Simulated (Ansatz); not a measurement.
Consider the isomerisation: `FC1N[SiH2]O1` → `NC(=O)[SiH2]F`.

Calculated with Ansatz (gas phase, PBE0-D4/def2-TZVP geometries, no zero-point term in ΔE). CCSD(T)/CBS is the MP2 limit (def2-TZVPP, def2-QZVPP) plus CCSD(T) − MP2 in def2-TZVPP, frozen cores. DFT in def2-TZVPP. One conformer a species, not always the lowest.

Is it downhill or uphill in electronic energy at CCSD(T)/CBS, and by how much? (An estimate is asked.)

The calculation gave: Downhill: ΔE = -89.7 kJ/mol.

What do these levels give: PBE-D4, BLYP-D4, revPBE, BLYP, LC-ωPBE, RPA@PBE/def2-TZVPP, MP2/def2-SVP, MP2/def2-TZVPP, CCSD/def2-TZVPP, HF/def2-QZVPP, SCS-MP2/def2-QZVPP, MP2/CBS(def2)? (Best estimate.)

Computed: PBE-D4 -105.3, BLYP-D4 -124.8, revPBE -114.3, BLYP -127.4, LC-ωPBE -78.8, RPA@PBE/def2-TZVPP -87.8, MP2/def2-SVP -100.2, MP2/def2-TZVPP -88.9, CCSD/def2-TZVPP -84.1, HF/def2-QZVPP -90.8, SCS-MP2/def2-QZVPP -91.9, MP2/CBS(def2) -91.0 kJ/mol.

Largest T1 diagnostic among the species: 0.015.

From r2SCAN to r2SCAN0 (25 % exact exchange), in def2-TZVPP and without D4, ΔE moves by +13.0 kJ/mol. At CCSD(T), def2-SVP lies −8.2 kJ/mol from the extrapolated value and def2-TZVPP +2.2 kJ/mol.
